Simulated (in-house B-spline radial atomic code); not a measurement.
A radial electron density 4πr²n(r) was computed for an atom or ion in its tabulated ground configuration with a B-spline radial code for spherical atoms; method: non-relativistic Hartree-Fock, average of configuration. Columns: r (bohr), 4πr²n(r) (electrons per bohr), bar.

```
  0.0016    1.453 #
 0.00196    2.115 #
  0.0024    3.056 ##
 0.00294    4.383 ###
 0.00361    6.247 ####
 0.00441    8.718 ######
  0.0054    12.03 ########
 0.00662    16.32 ###########
  0.0081     21.6 ###############
 0.00992    27.83 ###################
  0.0121    34.55 #######################
  0.0149    41.57 ############################
  0.0182    47.36 ################################
  0.0223    51.17 ###################################
  0.0273    52.05 ###################################
  0.0334    50.04 ##################################
  0.0409    46.57 ################################
  0.0501    44.35 ##############################
  0.0613     46.2 ###############################
  0.0751    52.81 ####################################
   0.092    61.05 #########################################
   0.113    64.93 ############################################
   0.138    60.32 #########################################
   0.169    49.74 ##################################
   0.207    41.75 ############################
   0.253    42.65 #############################
    0.31    48.56 #################################
   0.379    48.72 #################################
   0.464    38.08 ##########################
   0.569    22.84 ###############
   0.696    13.07 #########
   0.852    10.95 #######
    1.04    11.54 ########
    1.28    10.27 #######
    1.56    7.187 #####
    1.92    3.993 ###
    2.35    1.961 #
    2.87   0.8825 #
    3.52   0.3432 
    4.31   0.1083 
    5.27  0.02513 
    6.45 0.003817
```

Which atom or ion is it?
A. Nb+
B. Mo+
C. Mo2+
D. Tc+

B. The area under the curve, ∫4πr²n dr = ∫r·4πr²n d(ln r) on this logarithmic grid, is 41 electrons, which only this option has. The configuration is [Kr] 4d5.
